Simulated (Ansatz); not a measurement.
Pb3O4⁺. Charge 1, multiplicity 2. Geometry relaxed at PBE0-D4/def2-SVP.

```xyz
7

Pb    1.346    1.166   -1.895
Pb   -0.594   -1.428   -0.844
Pb   -1.088    1.729    1.327
O     1.175   -0.884   -1.885
O    -0.465    0.911   -0.501
O    -0.419   -0.278    2.268
O     0.045   -1.216    1.531
```

In the def2 sets Pb takes a core potential; there is no spin–orbit coupling. The structure holds one bond between oxygen atoms, so isomers without such links may lie far lower. The relaxation made no stability test and no search for a lower SCF solution. The structure comes from a short search, and lower isomers may exist.

(1) Estimate the harmonic wavenumbers at UKS PBE0-D4/def2-SVP (Ansatz, unscaled). Is this a minimum?

Answers

(1) 40, 52, 93, 108, 130, 147, 201, 230, 290, 312, 387, 488, 599, 642, 1325 cm⁻¹. Yes, no mode is imaginary beyond noise. Zero-point energy 30.2 kJ/mol. It took 6.2 min on 4 threads of Intel Xeon on a shared host, peak host memory 0.78 GiB.
